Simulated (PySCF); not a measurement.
Isomers of C6H6F2O2, one GFN2-xTB conformer each. Single-point energies are computed at PBE0/pcSseg-1 (PySCF, gas phase, no added dispersion term), electronic only.

```json
{"SMILES": "O=C(C=C(F)F)OC1CC1", "GFN2-xTB relative energy (kcal/mol)": "29.4"}
{"SMILES": "O=C1CC(=O)[C@H](C(F)F)C1", "GFN2-xTB relative energy (kcal/mol)": "5.4"}
{"SMILES": "Cc1ccc(OC(F)F)o1", "GFN2-xTB relative energy (kcal/mol)": "0.0"}
{"SMILES": "C[C@H]1C(=O)CC(F)(F)C1=O", "GFN2-xTB relative energy (kcal/mol)": "13.0"}
{"SMILES": "C#C/C(=C\\OC)OC(F)F", "GFN2-xTB relative energy (kcal/mol)": "61.7"}
{"SMILES": "C[C@H](F)C1=COC(F)=CO1", "GFN2-xTB relative energy (kcal/mol)": "27.6"}
```

Conformers: `[O:1]=[C:2]([CH:3]=[C:4]([F:5])[F:6])[O:7][CH:8]1[CH2:9][CH2:10]1` with O1–C2–C3–C4 178°, O1–C2–O7–C8 -1°, C2–O7–C8–C9 -145°; `[O:1]=[C:2]1[CH2:3][C:4](=[O:5])[C@H:6]([CH:7]([F:8])[F:9])[CH2:10]1` with C4–C6–C7–F8 -71°, O1–C2–C3–C4 177°, C2–C3–C4–O5 175°, C3–C4–C6–C7 135°, C4–C6–C10–C2 -13°; `[CH3:1][c:2]1[cH:3][cH:4][c:5]([O:6][CH:7]([F:8])[F:9])[o:10]1` with C4–C5–O6–C7 180°, C5–O6–C7–F8 -82°; `[CH3:1][C@H:2]1[C:3](=[O:4])[CH2:5][C:6]([F:7])([F:8])[C:9]1=[O:10]` with C1–C2–C3–O4 -34°, C2–C3–C5–C6 0°, C3–C5–C6–F7 99°, C5–C6–C9–O10 -148°; `[CH:1]#[C:2]/[C:3](=[CH:4]\[O:5][CH3:6])[O:7][CH:8]([F:9])[F:10]` with C3–C4–O5–C6 -2°, C2–C3–O7–C8 -140°, C3–O7–C8–F9 153°; `[CH3:1][C@H:2]([F:3])[C:4]1=[CH:5][O:6][C:7]([F:8])=[CH:9][O:10]1` with C1–C2–C4–C5 111°.

Q: What does PBE0/pcSseg-1 give for the same structures?

A: 
```
                  SMILES  PBE0/pcSseg-1 E (Eh)  PBE0/pcSseg-1 (kcal/mol)  GFN2-xTB (kcal/mol)  point group
O=C1CC(=O)[C@H](C(F)F)C1            -581.71074                       0.0                  5.4           C1
C[C@H]1C(=O)CC(F)(F)C1=O            -581.70350                       4.5                 13.0           C1
        Cc1ccc(OC(F)F)o1            -581.68490                      16.2                  0.0           C1
      O=C(C=C(F)F)OC1CC1            -581.65730                      33.5                 29.4            –
  C[C@H](F)C1=COC(F)=CO1            -581.62783                      52.0                 27.6           C1
      C#C/C(=C\OC)OC(F)F            -581.58319                      80.0                 61.7           C1
```

GFN2-xTB puts Cc1ccc(OC(F)F)o1 lowest instead; measured from each level's own lowest isomer, the values differ by up to 24.4 kcal/mol (C[C@H](F)C1=COC(F)=CO1: 27.6 against 52.0). As drawn, the lowest has a C=O bond, which the highest lacks; the highest has a C≡C bond and a C=C bond outside aromatic rings, which the lowest lacks.

Q: Which frontier levels, dipoles and rotational constants go with these structures?

A: 
```
                  SMILES  HOMO (eV, PBE0/pcSseg-1)  LUMO (eV)  dipole (D)       A, B, C (MHz)
O=C1CC(=O)[C@H](C(F)F)C1                     -7.55      -1.68        1.50   2023, 1017, 787.5
C[C@H]1C(=O)CC(F)(F)C1=O                     -7.89      -1.99        1.47   1950, 1213, 892.0
        Cc1ccc(OC(F)F)o1                     -6.30       0.29        3.23  3059, 774.4, 663.9
      O=C(C=C(F)F)OC1CC1                     -7.93      -1.17        1.65  2445, 771.1, 614.6
  C[C@H](F)C1=COC(F)=CO1                     -5.95      -0.29        1.97  3390, 771.7, 665.5
      C#C/C(=C\OC)OC(F)F                     -6.72      -0.84        4.08  2189, 805.3, 610.5
```
